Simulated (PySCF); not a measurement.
Species: C₃H₅Br.
SMILES: `C=CCBr`

Computed with PySCF, TDDFT PBE0/def2-SVPD, vertical, gas phase, core orbitals frozen in the response. Isolated species at its PBE0-D3(BJ)/def2-SVP geometry (one conformer only). Relativistic effects, spin–orbit coupling among them, are left out although an element past zinc is present. Torsions of this conformer, `[CH2:1]=[CH:2][CH2:3][Br:4]`: C1–C2–C3–Br4 116°.

Predict the UV-vis stick spectrum at this level.

| state | E (eV) | ν̃ (cm⁻¹) | f | \|μ\| (D) | main configurations (H = HOMO, L = LUMO) |
| --- | --- | --- | --- | --- | --- |
| S1 | 5.61 | 45250 | 0.0063 | 0.55 | H-1→L (79%), H→L (13%) |
| S2 | 5.67 | 45690 | 0.025 | 1.08 | H→L (52%), H-2→L (27%), H-1→L (18%) |
| S3 | 6.45 | 52050 | 0.210 | 2.93 | H-2→L (60%), H→L (23%), H→L+1 (12%) |
| S4 | 7.05 | 56880 | 0.0069 | 0.51 | H-1→L+1 (93%) |
| S5 | 7.11 | 57320 | 0.180 | 2.58 | H→L+1 (68%), H-2→L+1 (18%) |
| S6 | 7.52 | 60680 | 0.086 | 1.74 | H-2→L+1 (44%), H→L+2 (41%) |
| S7 | 7.76 | 62550 | 0.035 | 1.09 | H-1→L+2 (86%) |
| S8 | 7.79 | 62790 | 0.102 | 1.86 | H→L+2 (46%), H-2→L+1 (25%), H-2→L+2 (11%) |
| S9 | 7.88 | 63520 | 0.0058 | 0.44 | H-3→L (54%), H→L+3 (37%) |
| S10 | 7.96 | 64170 | 0.0038 | 0.35 | H→L+3 (55%), H-3→L (38%) |

Triplets (Tamm–Dancoff): T1 4.10 eV, H→L (60%), H-2→L (21%); T2 5.06 eV, H-1→L (89%); T3 5.17 eV, H-2→L (57%), H→L (29%); T4 6.42 eV, H→L+1 (54%), H-2→L (15%), H-2→L+1 (13%).

The lowest singlet lies at 5.61 eV (221 nm, ultraviolet) and is weak; its leading configuration is HOMO-1→LUMO (79%). The strongest level in the table is S3 at 6.45 eV (192 nm, f = 0.210). Löwdin shares by element: HOMO carbon 48%, bromine 45%; LUMO carbon 56%, bromine 33%. Weighted by f, the mean energy of these states is 7.04 eV. Of the 10 states listed, 6 reach f = 0.01 and none stays under 0.0005. Orbital energies (eV): HOMO-3 -10.49, HOMO-2 -8.25, HOMO-1 -7.94, HOMO -7.78, LUMO -0.91, LUMO+1 0.38, LUMO+2 1.05. The vertical ionisation energy (ΔSCF) is 9.84 eV, 1.88 eV above S10. The window holds the lowest 10 singlets.
